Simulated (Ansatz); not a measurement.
Several settings on one geometry of SnF₄ (that of the charge 0 singlet, r2SCAN-D4/def2-SVP). Ansatz on 4 threads of Intel Xeon on a shared host; times are rough.

```csv
atom,x (Å),y (Å),z (Å)
Sn1,0.000,0.000,0.000
F2,0.011,-0.019,1.908
F3,1.795,0.011,-0.646
F4,-0.906,1.561,-0.616
F5,-0.899,-1.554,-0.645
```

Totals from different functionals, basis sets or treatments of relativity can't be compared as stabilities.

DK, ANO-RCC and x2c sets are all-electron and run with scalar relativity unless a key says otherwise. In the def2 sets Sn takes a core potential; there is no spin–orbit coupling. B3LYP takes the VWN-RPA correlation. Correlated methods freeze 22 core orbitals; core or outer-core shells of Sn are correlated, in sets that lack core-valence functions.

Scalar relativity in a set contracted without it gives distorted totals.

The spins typed aren't always the lowest for that charge.

(1) Give the basis size and estimate the energy, ⟨S²⟩, dipole and time of these runs.

```json
{"run": "1", "method": "RKS B2GP-PLYP/STO-3G", "charge": "0", "state": "singlet", "further keys": "scf: {omitted_lower_state_checks: [starts]}"}
{"run": "2", "method": "RKS B3LYP-D3(BJ)/x2c-TZVPPall", "charge": "0", "state": "singlet", "further keys": "pseudopotentials: {relativity: scalar}; scf: {omitted_lower_state_checks: [starts]}; forces asked"}
{"run": "3", "method": "UKS r2SCAN0-D4/def2-SVPD", "charge": "0", "state": "triplet", "further keys": "nuclear_model: gaussian; pseudopotentials: {relativity: scalar}; scf: {omitted_lower_state_checks: [starts]}; forces asked"}
```

Answers

(1) 
```
run  functions  energy (Eh)  ⟨S²⟩  dipole (D)  wall time
  1         47   -6357.7409     –           –      3.7 s
  2        184   -6576.7445     –        0.00       13 s
  3        124    -613.3927  2.01        0.00    1.7 min
```
